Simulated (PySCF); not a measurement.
A structure optimised at B3LYP-D3(BJ)/def2-SVP, used in a PySCF frequency run:

```
Ga
O 1 1.7973
C 2 1.4016 1 126.53
H 3 1.1065 2 110.56 1 -120.80
H 3 1.1066 4 107.18 2 120.58
H 3 1.1092 4 107.40 5 115.14
H 1 1.5735 2 115.02 3 0.03
C 1 1.9644 7 131.07 6 179.98
H 8 1.0996 1 110.04 7 179.35
H 8 1.1018 9 109.04 1 121.48
H 8 1.1018 9 109.00 10 117.14
```
Charge 0, spin multiplicity 1.

Write its SMILES and formula.

C[O][GaH][CH3], C2H7GaO

What are its rotational constants (standard atomic weights)?

15.171, 2.5795, 2.2678 GHz
